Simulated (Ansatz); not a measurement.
Consider the ligand exchange at a Zn–S bond: `[SH][Zn][Cl]` + HBr → `[Cl][Zn][Br]` + H₂S.

Program: Ansatz. Geometries: PBE0-D4/def2-TZVP. ΔE: electronic, gas phase. CCSD(T)/CBS adds triple-zeta CCSD(T) − MP2 to the extrapolated MP2 energy (def2 sets, frozen cores). This one scheme is used for every species. DFT in def2-TZVPP. B3LYP here is the variant with VWN-RPA as its local correlation; programs differ in this. HSE06 is defined as in plane-wave codes. For Br, Zn outer-core shells are correlated without core-valence functions, which leaves a few kJ/mol of doubt a bond. Scalar relativity is left out up to krypton. One conformer a species, not always the lowest.

Task: Is it downhill or uphill in electronic energy at CCSD(T)/CBS, and by how much? (Best estimate.)

Result: Ansatz gave: Downhill: ΔE = -12.5 kcal/mol.

Task: What do these levels give: PBE0-D4, B3LYP-D4, r2SCAN0-D4, HSE06-D4, ωB97M-V, r2SCANh, HSE06, BHLYP, LC-ωPBE, HF/def2-SVP, CCSD/def2-SVP, HF/CBS(def2)? (An estimate is asked.)

Result: Ansatz gave: PBE0-D4 -11.5, B3LYP-D4 -11.7, r2SCAN0-D4 -12.3, HSE06-D4 -11.5, ωB97M-V -12.0, r2SCANh -11.7, HSE06 -11.6, BHLYP -13.7, LC-ωPBE -11.8, HF/def2-SVP -17.0, CCSD/def2-SVP -14.9, HF/CBS(def2) -17.0 kcal/mol.

Largest T1 diagnostic among the species: 0.014.

From PBE to PBE0 (25 % exact exchange), in def2-TZVPP and without D4, ΔE moves by −1.5 kcal/mol. In def2-TZVPP, CCSD(T) changes the Hartree–Fock value by +5.0 kcal/mol (the triples alone add +0.7 kcal/mol) and MP2 by +5.4 kcal/mol.
